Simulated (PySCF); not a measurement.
Species: C4H7ClGe.
SMILES: `[C@@H]1(C=C[CH2][GeH2]1)Cl`

The calculation used TDDFT CAM-B3LYP/def2-SVPD, vertical, gas phase, core orbitals frozen in the response in PySCF. Isolated species at its PBE0-D3(BJ)/def2-SVP geometry (one conformer only). Relativistic effects, spin–orbit coupling among them, are left out although an element past zinc is present.

Computed states:

```tsv
state	E (eV)	f
S1	6.00	0.0069
S2	6.57	0.166
S3	6.79	0.025
S4	6.98	0.036
S5	7.15	0.010
S6	7.38	0.0027
S7	7.40	0.020
S8	7.55	0.047
S9	7.71	0.023
S10	7.97	0.011
```

Each state is given a Gaussian of 0.4 eV full width at half maximum, with ε(max) = 2.175×10⁸ f / Δν̃ (Δν̃ the width in cm⁻¹). The width is an assumption, not a result. The curve ends short of the highest state used, and states not computed would add to its high-energy end.

Problem. Give the broadened spectrum and its maxima.

Solution. 
| E (eV) | ε (L mol⁻¹ cm⁻¹) |
| --- | --- |
| 5.40 | 1 |
| 5.44 | 2 |
| 5.49 | 5 |
| 5.53 | 11 |
| 5.58 | 23 |
| 5.63 | 45 |
| 5.67 | 73 |
| 5.72 | 124 |
| 5.76 | 176 |
| 5.81 | 255 |
| 5.86 | 339 |
| 5.90 | 401 |
| 5.95 | 463 |
| 5.99 | 498 |
| 6.04 | 536 |
| 6.08 | 587 |
| 6.13 | 731 |
| 6.18 | 1060 |
| 6.22 | 1535 |
| 6.27 | 2486 |
| 6.31 | 3574 |
| 6.36 | 5318 |
| 6.41 | 7343 |
| 6.45 | 8976 |
| 6.50 | 10732 |
| 6.54 | 11696 |
| 6.59 | 12166 |
| 6.63 | 11932 |
| 6.68 | 11007 |
| 6.73 | 9655 |
| 6.77 | 8484 |
| 6.82 | 7126 |
| 6.86 | 6217 |
| 6.91 | 5324 |
| 6.96 | 4651 |
| 7.00 | 4218 |
| 7.05 | 3759 |
| 7.09 | 3447 |
| 7.14 | 3150 |
| 7.18 | 3016 |
| 7.23 | 3019 |
| 7.28 | 3230 |
| 7.32 | 3533 |
| 7.37 | 4026 |

Maxima: 188 nm (6.59 eV), ε about 12000, made up of S2 (91%) (ε in L mol⁻¹ cm⁻¹; maxima over ε = 5, shares over 10%). At its high-energy end, 7.37 eV, the curve is still rising (ε about 4000, from S7 and S8).

Problem. Coming from long wavelengths, where does ε first pass 100 L mol⁻¹ cm⁻¹?

Solution. At about 218 nm (5.70 eV), 0.30 eV below S1.

Problem. Does any computed singlet lie in the visible range?

Solution. No computed singlet lies in the visible range (380 to 750 nm); the lowest, at 207 nm, stands 2.73 eV above its violet end (3.26 eV).

Problem. On this curve, what absorbance would a 10⁻⁵ mol/L sample give at 222 nm over a 1 cm path?

Solution. 222 nm is 5.585 eV, where ε is about 25 L mol⁻¹ cm⁻¹, so A = ε c l ≈ 0.00025 (Beer–Lambert, with the gas-phase spectrum and the assumed width).

All these states lie below the vertical ionisation energy of 9.55 eV (ΔSCF).

Hardware: one thread of an Arm Neoverse V1, on a shared host. Cost: 4.3 min of wall time (grids of density and orbitals included), 1.1 GiB resident at most.
